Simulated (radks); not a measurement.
Problem. These are the eigenvalues of the occupied orbitals of an atom or ion with whole-number occupations (hartree). Method: scalar-relativistic Kohn-Sham, PBEsol, spin-polarised, spherical densities, finite nucleus; Fermi nuclear charge, rms radius of each element as measured or else 0.836 A^(1/3) + 0.57 fm; computed with a radial shooting solver on a logarithmic mesh with Libxc functionals.

orbital  eigenvalue
1s up     -333.6490
1s down   -333.6486
2s up     -47.94381
2s down   -47.86059
2p up     -42.59796
2p down   -42.53521
3s up     -12.10526
3s down   -11.96828
3p up     -10.47664
3p down   -10.33982
3d up      -7.90055

Which element is it, and in what charge state? The configuration may be excited. Open shells, if any, are filled with parallel spins first.

Solution. Z = 29, copper, charge +9: Cu9+ in [Ar] 3d2. The list shows which subshells hold electrons but not how many an open one holds; the 1s level, -333.65 hartree, gives Z - s = 25.8 by -(Z - s)^2/2, which with screening and relativity narrows Z to a few neighbours, and the depths of the outer levels then fix element, charge and occupations together.
